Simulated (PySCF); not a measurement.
TPSS on Ta⁻ (tantalum, charge -1), [Xe] 4f14 5d4 6s2, high-spin 5D determinant. Calculation: PySCF 2.14, in aug-cc-pVTZ-PP with ECP60MDF (6s6p5d3f2g, 88 functions); scalar relativity through the core potential.

```
cycle= 1 E= -57.3073752657885  delta_E= -0.0228  |g|= 0.0312  |ddm|= 1.22
cycle= 2 E= -57.3081965691073  delta_E= -0.000821  |g|= 0.0393  |ddm|= 0.376
cycle= 3 E= -57.309380025473  delta_E= -0.00118  |g|= 0.0202  |ddm|= 0.168
cycle= 4 E= -57.309857071504  delta_E= -0.000477  |g|= 0.00136  |ddm|= 0.0566
cycle= 5 E= -57.3098599958163  delta_E= -2.92e-06  |g|= 0.000323  |ddm|= 0.011
cycle= 6 E= -57.3098602150045  delta_E= -2.19e-07  |g|= 0.00022  |ddm|= 0.00287
cycle= 7 E= -57.3098602886111  delta_E= -7.36e-08  |g|= 7.8e-05  |ddm|= 0.00142
cycle= 8 E= -57.3098602983185  delta_E= -9.71e-09  |g|= 5.36e-06  |ddm|= 0.000382
cycle= 9 E= -57.309860298385  delta_E= -6.65e-11  |g|= 1.38e-06  |ddm|= 6.09e-05
converged SCF energy = -57.309860298385  <S^2> = 6.0411013  2S+1 = 5.0164136
```

Highest occupied orbital energy: 1.947 eV; ⟨L²⟩ = 6.09; populations by l: s 3.99, p 6.00, d 4.01, f 0.00.

(1) Can this result be used?

Results:

(1) With care. The calculation finished and met its thresholds. Energies and moments cover only the electrons outside the core potential. Spin-orbit coupling, absent here, splits the open shell strongly. At TPSS the highest occupied level has a positive energy, so only the finite basis holds that electron; in a semilocal or global hybrid functional this comes from self-interaction and does not mean that the real anion is unbound.
